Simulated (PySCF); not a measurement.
AlBr2, SMILES [Br][Al+][Br], charge +1.

The structure is a stationary point at PBE-D3(BJ)/def2-TZVP. The multiplicity is an assumed one; other spin states were not compared. The isomer is the one that the SMILES or the coordinates give; other isomers of the formula were not compared.

Computed with PBE-D3(BJ)/def2-TZVP (PySCF).

Frequencies are harmonic and unscaled.

Modes within 1.5 cm⁻¹ of each other (mostly degenerate sets) share a row, with their intensities summed.

### Question
Give all harmonic wavenumbers and intensities. (The exact figures need the calculation; the answer reports its results.)

### Answer

| mode | ν (cm⁻¹) | IR (km/mol) | moving atoms (share of kinetic energy) |
|---|---|---|---|
| 1–2 | 109 | 55.7 | Al 86 %, Br 14 % |
| 3 | 247 | 0.0 | Br 100 % |
| 4 | 650 | 130.5 | Al 86 %, Br 14 % |
